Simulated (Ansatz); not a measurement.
The cluster Li₆N₂⁻. Total charge -1; doublet. Geometry relaxed at PBE-D4/def2-TZVPD.

```xyz
8

Li   -0.123    1.496    1.871
Li    2.389    0.256   -0.360
Li   -0.060   -1.041    0.517
Li    1.330   -1.664   -2.387
Li   -0.450    0.645   -0.857
Li   -2.886    0.458    1.344
N     0.984   -0.606   -1.024
N    -1.184    0.456    0.897
```

The charge -1 doublet is spin-contaminated (final ⟨S²⟩ up to 0.92, 0.75 for a pure state). The relaxation made no stability test and no search for a lower SCF solution. Another isomer (doublet) lies 0.09 eV lower at PBE0-D4/def2-TZVPD; other spin states weren't run for this one.

(1) Estimate the harmonic wavenumbers at UKS PBE-D4/def2-TZVPD (Ansatz, unscaled). Is this a minimum?

## Answers

(1) 37, 67, 73, 78, 135, 147, 149, 211, 261, 327, 480, 497, 538, 557, 708, 712, 794, 797 cm⁻¹. Yes, no mode is imaginary beyond noise. Zero-point energy 39.3 kJ/mol. Run time 88 s (4 threads of Arm Neoverse V1 on a shared host).
